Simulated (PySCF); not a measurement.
Cl₂GeH, SMILES [GeH]([Cl])[Cl], multiplicity 2.

Geometry optimised at ωB97X-D3(BJ)/def2-TZVP. The isomer is the one that the SMILES or the coordinates give; other isomers of the formula were not compared.

All values below come from PBE0/def2-TZVPD in PySCF.

Isolated molecule, no solvent.

The total energy is -2997.51886 hartree and the point group is Cs. The α spin, highest occupied and lowest empty level is -7.10 and -0.79 eV, the β spin, highest occupied and lowest empty level comes out as -9.31 and -3.87 eV and the dipole moment is 1.73 D. The quadrupole, principal values (traceless, Buckingham form, about the centre of nuclear charge) is -3.60, 1.03, 2.57 D·Å, the mean static polarisability is 61.5 bohr³ (9.11 Å³) and the polarisability, principal values is 49.3, 60.1, 75.1 bohr³. The ⟨S²⟩ is 0.753 (pure state 0.75).
